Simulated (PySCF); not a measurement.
Cd2S, triplet: molecular constants

Method: UB3LYP/[S def2-SVP, Cd def2-SVP with ECP28], scalar-relativistic core potentials, density fitting, no spin–orbit coupling, PySCF.

The structure is a higher-order saddle point with 2 imaginary modes (one degenerate set).

```xyz
3
charge 0 multiplicity 3, angstrom
S     0.0000    0.0000    0.0000
Cd    0.0000    0.0000    2.3983
Cd    0.0000    0.0000   -2.3983
```

| Item | Value |
| --- | --- |
| Point group | D∞h |
| Bond lengths | S–Cd 2.398 Å (×2) |
| Bond angles | Cd–S–Cd 180.0° |
| Principal quadrupole moments (Buckingham, traceless) about the centre of mass | -4.06, -4.06, 8.11 D Å |
| Atomisation energy without zero-point energy | 68 kJ/mol |
| Rotational constants | 0.01287 cm⁻¹ |
| Highest occupied level (α) | -5.08 eV |
| Zero-point energy (real modes) | 3.3 kJ/mol |
| Principal polarisabilities | 111.6, 111.6, 213.3 bohr³ |
| Spin squared ⟨S²⟩ | 2.002 |
| Dipole moment | 0.00 D |
| Lowest empty level (β) | -4.71 eV |

Harmonic modes (masses in u: S 31.972, Cd 113.903):
```json
{"symmetry": "πu", "ω (cm⁻¹)": "408i", "IR (km/mol, summed over degenerate members)": "–"}
{"symmetry": "σg+", "ω (cm⁻¹)": "149", "IR (km/mol, summed over degenerate members)": "0.0"}
{"symmetry": "σu+", "ω (cm⁻¹)": "409", "IR (km/mol, summed over degenerate members)": "212"}
```

In D∞h the vibrations span πu + σg+ + σu+. The σg+ mode carries no infrared intensity, as symmetry demands. With a centre of inversion only u modes can be infrared active and only g modes Raman active.

Charges (e):
```tsv
atom	Mulliken	Löwdin	polar tensor	spin (Mulliken)	Mayer order to S1
S1	-0.55	-0.17	0.59	0.26	–
Cd2,3	0.28	0.08	-0.30	0.87	1.04
```

Mulliken populations on S1: s 5.84, p 10.70, d 0.01.

Outer orbital energies (eV). α occupied: -14.59, -14.59, -14.10, -9.20, -6.70, -5.96, -5.96, -5.08; empty: -1.09, -1.09, -0.37, -0.37. β occupied: -14.48, -14.48, -14.45, -14.45, -13.89, -8.49, -5.82, -5.82; empty: -4.71, -2.99, -0.71, -0.71.

Only a few start shapes were tried, so a lower isomer may exist. At this level a singlet minimum of D∞h symmetry lies 89 kJ/mol below this structure.

The final relaxation and frequency run took about 50 core-seconds on a shared host.
